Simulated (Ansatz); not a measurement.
CH5F2NOSi, SMILES `OC(F)(F)N[SiH3]` at its PBE0-D4/def2-TZVP geometry, where that method's forces vanish. Charge 0, multiplicity 1.

```
atom   x (Å)   y (Å)   z (Å)
  O1  -0.198  -1.755   1.303
  C2  -0.538  -0.866   0.338
  F3  -1.479   0.017   0.780
  F4  -1.188  -1.551  -0.666
  N5   0.565  -0.159  -0.108
 Si6   0.566   1.506  -0.604
  H7  -0.926  -2.378   1.410
  H8   1.395  -0.723  -0.185
  H9   1.925   1.716  -1.159
 H10   0.340   2.428   0.535
 H11  -0.460   1.766  -1.643
```

**Question.** For each bond, give half the difference of the two atoms' forces along it (eV/Å; positive pushes the atoms apart) under PBE-D4, r2SCAN-D4, B3LYP-D4, ωB97M-V in def2-TZVPP. (Best estimate.)

**Answer.** The calculation gave: 
```tsv
bond	length (Å)	PBE-D4	r2SCAN-D4	B3LYP-D4	ωB97M-V
O1–C2	1.355	0.28	0.13	0.14	0.13
O1–H7	0.964	0.35	-0.01	-0.06	-0.10
C2–F3	1.364	0.60	0.30	0.32	0.13
C2–F4	1.378	0.60	0.29	0.32	0.06
C2–N5	1.385	-0.03	-0.02	-0.03	0.08
N5–Si6	1.737	0.00	-0.04	0.08	0.08
N5–H8	1.006	0.14	0.00	-0.06	-0.07
Si6–H9	1.484	0.06	-0.03	-0.10	-0.12
Si6–H10	1.483	0.05	-0.02	-0.08	-0.13
Si6–H11	1.483	0.05	-0.02	-0.08	-0.13
```

B3LYP here is the variant with VWN-RPA as its local correlation; programs differ in this.

Computed with Ansatz.
